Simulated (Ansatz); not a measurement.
A made-up structure of SnH4Te, closed shell:

Sn1  (-0.280, -0.209, -0.440)
Te2  (-0.235, 0.675, 1.709)
H3  (0.663, -1.778, -0.531)
H4  (-1.957, -0.377, -0.395)
H5  (0.355, 0.998, -1.663)
H6  (1.454, 0.690, 1.319)
(Å)

It is relaxed with PBE-D4/def2-SVP and then PBE0-D4/def2-TZVP (Ansatz 0.2.0). Atoms count as bonded within 1.22 times the sum of their covalent radii (H–H: 0.88 Å). The end point is not checked to be a true minimum.

(1) Does its bonding change? (Judge from chemistry; the calculation decides.)

Answers

(1) Computed: No: no bond forms or breaks.

Where it ends: The first stage lowers the energy by 1.87 eV in 6 steps. It ends as SnH₄Te ([SnH3][TeH]):
```tsv
atom	x (Å)	y (Å)	z (Å)
Sn1	-0.3412	-0.2587	-0.5455
Te2	0.0006	0.7967	1.9491
H3	0.5012	-1.7351	-0.6799
H4	-2.0178	-0.5115	-0.7109
H5	0.2169	0.8346	-1.7291
H6	1.6403	0.8741	1.7164
```

Labels in which every atom is bracketed show which atoms are joined, not bond orders.

For scale, one of the runs: PBE0-D4/def2-TZVP relaxation, 124 basis functions, launched by `ansatz run in.yaml --threads 2 --pin off --events-out ev --progress --plain --max-ram 4352MiB`. The run took about 16 s on 2 CPU threads of an Arm Neoverse V2 (shared host).
